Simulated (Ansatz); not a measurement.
Mulliken charges of Cl2F2H2MoO2 (`[OH][Mo]([OH])([F])([F])([Cl])[Cl]`) from r2SCAN/def2-TZVPP in Ansatz (PBE0-D4/def2-TZVP geometry).

```json
{"atom": "O1", "x (Å)": "-0.619", "y (Å)": "-1.506", "z (Å)": "-0.029", "charge (e)": "-0.369"}
{"atom": "Mo2", "x (Å)": "0.103", "y (Å)": "0.182", "z (Å)": "-0.215", "charge (e)": "1.363"}
{"atom": "O3", "x (Å)": "1.107", "y (Å)": "0.050", "z (Å)": "1.303", "charge (e)": "-0.367"}
{"atom": "F4", "x (Å)": "-1.239", "y (Å)": "0.386", "z (Å)": "-1.479", "charge (e)": "-0.324"}
{"atom": "F5", "x (Å)": "0.660", "y (Å)": "1.840", "z (Å)": "-0.794", "charge (e)": "-0.308"}
{"atom": "Cl6", "x (Å)": "-1.411", "y (Å)": "1.262", "z (Å)": "1.201", "charge (e)": "-0.273"}
{"atom": "Cl7", "x (Å)": "1.746", "y (Å)": "-0.623", "z (Å)": "-1.576", "charge (e)": "-0.213"}
{"atom": "H8", "x (Å)": "-1.273", "y (Å)": "-1.886", "z (Å)": "-0.626", "charge (e)": "0.243"}
{"atom": "H9", "x (Å)": "0.926", "y (Å)": "0.295", "z (Å)": "2.216", "charge (e)": "0.248"}
```

Problem. By hand: the dipole of these point charges (1 e Å = 4.8032 D).

Solution. Σ q r = (0.094, -0.503, 0.368) e Å, of length 0.630 e Å = 3.03 D.

Problem. How does the dipole of the full density compare? (Estimate.)

Solution. The calculation gave: (0.018, -0.501, 0.359) e Å, 2.96 D; the point charges give 1.02 times that, at 7° from its direction.

Point charges leave out the atoms' own dipoles, such as those of lone pairs, and Mulliken's split depends on the basis, so the close match here is no proof of good charges.
